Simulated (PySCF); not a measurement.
LC-wPBE single point of singlet AsI₃ at its PBE0 minimum.

An equivalent PySCF input for this run (the driver started from the density of an earlier step):

```python
from pyscf import gto, scf, dft
mol = gto.M(atom='''
As    -0.000000    -0.950528    -0.100594
I      0.000698    -0.054424     2.303819
I      1.988697     0.308210    -1.122779
I     -1.989395     0.308085    -1.121577''',
    basis={'As': 'def2-SVP', 'I': 'def2-SVP'},
    ecp={'I': 'def2-SVP'},
    charge=0, spin=0)
mf = dft.RKS(mol, xc='LC_WPBE')
mf.grids.atom_grid = (75, 302)
aux = {'As': 'def2-universal-JKFIT', 'I': 'def2-universal-JKFIT'}
mf = mf.density_fit(auxbasis=aux)
mf.conv_tol = 1e-08
mf.diis_space = 10
mf.max_cycle = 60
mf.verbose = 4
mf.kernel()
```

SCF log (excerpt):

```
init E= -3128.56632645379
  HOMO = -0.358441279507547  LUMO = -0.0421033949381316  gap/eV = 8.60799
cycle= 1 E= -3128.57263191192  delta_E= -0.00631  |g|= 0.076  |ddm|= 0.328
  HOMO = -0.36281331179965  LUMO = -0.0459808114266763  gap/eV = 8.62145
cycle= 2 E= -3128.57333218562  delta_E= -0.0007  |g|= 0.0636  |ddm|= 0.145
  HOMO = -0.36051819706411  LUMO = -0.0415079162069979  gap/eV = 8.68071
cycle= 3 E= -3128.57381132228  delta_E= -0.000479  |g|= 0.00802  |ddm|= 0.0523
  HOMO = -0.36092698409686  LUMO = -0.0414400915199832  gap/eV = 8.69368
cycle= 4 E= -3128.57388358241  delta_E= -7.23e-05  |g|= 0.00426  |ddm|= 0.0347
  HOMO = -0.360822735280016  LUMO = -0.040821077796437  gap/eV = 8.70769
cycle= 5 E= -3128.57390142208  delta_E= -1.78e-05  |g|= 0.00121  |ddm|= 0.017
  HOMO = -0.360973252089154  LUMO = -0.0409805310944363  gap/eV = 8.70745
cycle= 6 E= -3128.57390447492  delta_E= -3.05e-06  |g|= 0.000572  |ddm|= 0.00883
  HOMO = -0.36091644859093  LUMO = -0.0409052922231434  gap/eV = 8.70795
cycle= 7 E= -3128.57390482947  delta_E= -3.55e-07  |g|= 8.74e-05  |ddm|= 0.00333
  HOMO = -0.3609159774094  LUMO = -0.0409057556464491  gap/eV = 8.70792
cycle= 8 E= -3128.57390483868  delta_E= -9.22e-09  |g|= 2.65e-05  |ddm|= 0.000573
  HOMO = -0.360913594003528  LUMO = -0.0409039636420029  gap/eV = 8.70791
Extra cycle  E= -3128.57390483946  delta_E= -7.73e-10  |g|= 1.38e-05  |ddm|= 0.0001
converged SCF energy = -3128.57390483946
```

This run, together with those of the ionised and electron-attached species (not shown), took 42 s on 2 threads of a shared Intel Xeon @ 2.50GHz (Skylake/Cascade Lake) host, with 110 basis functions; the process peaked at 1.2 GiB. Launch command: `OMP_NUM_THREADS=2 python axn.py task.json out`.
